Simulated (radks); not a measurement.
Task: Successive ionisation energies (eV) of one element, from differences of total energies of ions in their ground configurations, starting at charge 27: 1033.8, 1073.2, 1111.6, 1166.5, 1207.3, 1247.0, 1349.1, 1395.2, 2511.8, 2610.4, 2709.8, 2810.0, 2910.7. Calculated with a radial shooting solver on a logarithmic mesh with Libxc functionals: non-relativistic Kohn-Sham, r2SCAN, spin-polarised, spherical densities, point nucleus; open shells are filled with parallel spins first (spin-orbit coupling, left out, can overturn this in heavy ions); meta-GGA in the generalised Kohn-Sham scheme; relativity is left out, which matters for an element this heavy. Which element is it?

Result: Europium (Z = 63). The first species listed is Eu27+ in [Kr], the last Eu39+ in [Ar] 3d6.
